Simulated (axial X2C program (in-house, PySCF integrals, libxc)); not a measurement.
## PbF along the bond: HF, with spin–orbit coupling

Calculated with an axial X2C code built on PySCF integrals. Two-component (2c) means X2C with spin–orbit coupling and atomic mean-field two-electron Coulomb and Gaunt terms. Basis: Pb dyall-cv3z [12s14p10d7f1g], F dyall-av3z [7s6p3d2f] (cores contracted in-house); Gaussian nuclei, density fitting, unrestricted open shells. Masses: Pb 207.977 u, F 18.998 u.

State: Ω = 1/2 (⟨Sz⟩ = -0.46, ⟨Lz⟩ = 0.96 at HF). Dipoles are positive if F is the positive end.

```json
{"R (Å)": "1.805", "μ (D)": "-2.053", "HOMO (eV)": "-6.98", "LUMO (eV)": "0.23"}
{"R (Å)": "1.888", "μ (D)": "-2.734", "HOMO (eV)": "-7.18", "LUMO (eV)": "0.14"}
{"R (Å)": "1.950", "μ (D)": "-3.240", "HOMO (eV)": "-7.33", "LUMO (eV)": "0.06"}
{"R (Å)": "2.013", "μ (D)": "-3.742", "HOMO (eV)": "-7.48", "LUMO (eV)": "-0.02"}
{"R (Å)": "2.075", "μ (D)": "-4.238", "HOMO (eV)": "-7.63", "LUMO (eV)": "-0.10"}
{"R (Å)": "2.148", "μ (D)": "-4.810", "HOMO (eV)": "-7.80", "LUMO (eV)": "-0.19"}
{"R (Å)": "2.220", "μ (D)": "-5.376", "HOMO (eV)": "-7.97", "LUMO (eV)": "-0.28"}
{"R (Å)": "2.314", "μ (D)": "-6.091", "HOMO (eV)": "-8.18", "LUMO (eV)": "-0.40"}
{"R (Å)": "2.428", "μ (D)": "-6.950", "HOMO (eV)": "-8.43", "LUMO (eV)": "-0.54"}
```

(1) The minimum lies at 2.052 Å. What is the dipole moment there, and its slope?

Occupations by symmetry block were frozen at the best pattern of an incomplete PBE0 search.

Results:

(1) At HF, 2c, with the sign and origin stated: μ = -4.06 D, dμ/dR = -7.97 D/Å.
